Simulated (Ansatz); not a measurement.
System: C5H5S, charge 0, multiplicity 2. It need not be the lowest isomer of its formula. 
Geometry from a B3LYP-D3(BJ)/def2-TZVP (Ansatz, a quantum-chemistry and plane-wave program) optimisation:
```xyz
11

C     -2.2165    -0.0766    -0.0563
C     -0.7340    -0.1561     0.1039
C     -0.0080    -0.9780     0.9158
C      1.4148    -0.7946     0.8261
C      1.6864     0.1765    -0.0680
S      0.3307     0.8889    -0.8137
H     -2.6028     0.9110     0.2053
H     -2.6909    -0.8069     0.6005
H     -2.5286    -0.2935    -1.0803
H     -0.4683    -1.7059     1.5711
H      2.1428    -1.3548     1.3931
```
Charge 0, spin multiplicity 2.

Quantity: atomisation energy (electronic, to ground-state atoms), in kJ/mol. Cores are frozen in the correlated levels unless marked. UHF or UKS for open shells. No spin-orbit coupling. No relativistic terms. The coupled-cluster limit lacks core correlation, which all-electron functionals hold. CBS marks a two-point X^-3 extrapolation of the correlation energy; Hartree-Fock from the larger set. The bracket is a focal-point correction in the basis named.

```tsv
level	program	atomisation energy (kJ/mol)
B97M-V/def2-TZVPD	Ansatz	4784.6
PBE0/STO-3G	Ansatz	5627.6
PBE0/def2-TZVPD	Ansatz	4823.8
BHLYP-D3(BJ)/def2-TZVPD	Ansatz + dftd3	4596.0
r2SCAN0-D4/def2-TZVPD	Ansatz + dftd4	4730.2
HSE06/def2-TZVPD	Ansatz	4830.1
RPA@PBE/cc-pV(T+d)Z	Ansatz	4365.8
```

What does RI-MP2/CBS(cc-pV(T+d)Z,cc-pV(Q+d)Z)+[CCSD(T)-MP2]/cc-pV(T+d)Z (Ansatz) give?

4734.7 kJ/mol, so RPA@PBE/cc-pV(T+d)Z differs from it by -368.9 kJ/mol.
